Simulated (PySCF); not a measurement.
Electronic structure of C⁻ (carbon, charge -1) at the PW91 level

Configuration: [He] 2s2 2p3, high-spin 4S determinant. Calculation: PySCF 2.14, in def2-QZVPPD (8s4p4d2f1g, 63 functions); the non-relativistic Hamiltonian (point nucleus).

```json
{"Total energy": "-37.8838 hartree", "One-electron energy": "-52.5672 hartree", "Hartree (Coulomb) energy": "20.1126 hartree", "Exchange-correlation energy": "-5.4292 hartree", "Kinetic energy": "37.77068 hartree", "⟨S²⟩": "3.7537", "⟨L²⟩": "0.000", "Sum of ⟨r⟩": "10.35 bohr", "Sum of ⟨r²⟩": "25.77 bohr²", "Density at the nucleus (Gaussians lack the cusp)": "126 bohr⁻³", "Spin density at the nucleus": "0.00466 bohr⁻³", "Langevin diamagnetic susceptibility": "-20.4 ×10⁻⁶ cm³/mol"}
```

```tsv
shell	electrons	mean orbital energy (eV)	rms radius, mean of both spins (bohr)
1s α	1	-263.00	0.315
1s β	1	-262.09	0.315
2s α	1	-5.530	1.89
2s β	1	-2.336	1.89
2p α	3	2.497	2.48
```

At PW91 the highest occupied level has a positive energy, so only the finite basis holds that electron; in a semilocal or global hybrid functional this comes from self-interaction and does not mean that the real anion is unbound.
